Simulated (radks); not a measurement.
The numbers below are computed, except where a source is named.
Numerical settings for the caesium ion Cs2+, [Kr] 4d10 5s2 5p5. Level of theory: scalar-relativistic Kohn-Sham, r2SCAN, spin-unpolarised, spherical densities, finite nucleus; meta-GGA in the generalised Kohn-Sham scheme; Fermi nuclear charge, rms radius 4.8041 fm (a radial shooting solver on a logarithmic mesh with Libxc functionals). The defaults (mesh step 0.008 in ln r, mesh end at 40 bohr or more with all orbitals vanishing there, Anderson mixing 0.5 over 9 steps, residual threshold near 1e-9 with the energy settled to 1e-9 hartree or 1e-11 of itself, here a cap of 62 iterations) give E = -7786.630 hartree and 5p at -29.167 eV in 10 iterations. Run on one thread of a shared host, so times are rough (Arm Neoverse N1): 0.12 s of CPU time, 0.12 s wall, 10 iterations on 2254 mesh points. Changes against that run (0 stands for a change within the tolerance of the run):

| setting | iterations | converged | E (mhartree) | e(5p) (meV) | CPU (s) |
|---|---|---|---|---|---|
| mesh step in ln r 0.12 | 2 | no | diverged | - | 0.01 |
| mesh step in ln r 0.2 | 4 | no | diverged | - | 0.01 |
| mesh step in ln r 0.05 | 10 | yes | -6.03 | +0.0983 | 0.03 |
| mesh end (bohr) 2 | 10 | level above zero | +1.28e+04 | +7.36e+04 | 0.09 |
| mesh end (bohr) 5 | 10 | yes | +13 | +292 | 0.11 |
| residual threshold 0.1 | 10 | yes | 0 | 0 | 0.12 |
| residual threshold 0.01 | 10 | yes | 0 | 0 | 0.12 |
| mixing 2.5 | 13 | yes | 0 | +0.0144 | 0.15 |
| linear mixing, mixing 0.2 | 62 | yes | 0 | +0.0253 | 0.56 |
| linear mixing, mixing 0.05 | 62 | no | +20.3 | -280 | 0.61 |
| mixing history 2 | 14 | yes | 0 | +0.0202 | 0.16 |
| iteration cap 8 | 8 | no | 0 | -0.0987 | 0.09 |

Settled on a wrong energy, with an occupied level pushed above zero by the early mesh end: mesh end (bohr) 2 (+12.8 hartree). Apart from these: settings that end as converged yet miss the energy by more than 1 mhartree: mesh step in ln r 0.05 (-0.00603 hartree); mesh end (bohr) 5 (+0.013 hartree). A mesh that ends early acts as a hard wall.
